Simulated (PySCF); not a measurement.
One molecule, a ladder of functionals, a line

Molecule: `InChI=1S/CH3FOSi/c2-4-1-3/h1H,4H2`.

Mapped SMILES: `[O:1]=[CH:2][SiH2:3][F:4]`. Hydrogens are named by the atom that carries them.

GIAO shieldings (ppm, equivalent atoms averaged) in PySCF on the PBE0-D3(BJ)/def2-SVP geometry, basis pcSseg-2, gas phase, non-relativistic:

```tsv
functional	exact exchange (%)	σ(C2)	σ(Si3)	σ(F4)
BLYP	0	-79.2	360.2	383.4
BP86	0	-75.1	366.1	385.9
PBE	0	-76.8	366.4	386.1
B3LYP	20	-75.1	371.2	391.1
PBE0	25	-70.9	381.0	395.1
mPW1PW91	25	-70.9	380.3	394.7
HF	100	-53.2	427.7	410.5
```

Task: Fit each shielding as a line in the percentage of exact exchange.

Result: σ(C2) = -77.4 + 0.24 x (rms 1.5 ppm); σ(Si3) = 363.5 + 0.64 x (rms 2.8 ppm); σ(F4) = 386.2 + 0.25 x (rms 1.7 ppm). The functionals also differ in their semilocal parts, which the line can't hold; Hartree–Fock has no correlation at all.

Task: What does the line predict for BHandHLYP (50 %), and what does the run give?

Result: σ(C2): -65.4 predicted, -68.1 computed; σ(Si3): 395.5 predicted, 389.9 computed; σ(F4): 398.7 predicted, 399.7 computed ppm.
